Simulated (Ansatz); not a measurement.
Molecule: C₄H₄N (charge -1, singlet). It need not be the lowest isomer of its formula. Whether it binds its extra electron was not tested at this geometry. 
Structure (B3LYP-D3(BJ)/def2-TZVP (Ansatz, a program for electronic structure) minimum search):
```xyz
9

C     -2.3394    -0.1990     0.0071
C     -1.0414     0.2192     0.0699
C      0.1519    -0.5139    -0.1147
C      1.4158     0.0566    -0.0181
N      2.4881     0.5230     0.0600
H     -3.1570     0.4904     0.1741
H     -2.5984    -1.2304    -0.2111
H     -0.8890     1.2755     0.2957
H      0.1063    -1.5736    -0.3436
```
Charge -1, spin multiplicity 1.

Basis-set convergence of Hartree-Fock and MP2 correlation energies (hartree) with Ansatz. Valence correlation only, unless marked. No spin-orbit coupling. No relativistic terms.

| basis | functions | E(HF) | E(corr, MP2) |
|---|---|---|---|
| aug-cc-pVDZ | 151 | -208.24047 | -0.72108 |
| aug-cc-pVTZ | 322 | ? | ? |

Question: Fill in the missing entries.

Answer: 
- aug-cc-pVTZ, E(HF): -208.28787
- aug-cc-pVTZ, E(corr, MP2): -0.85733
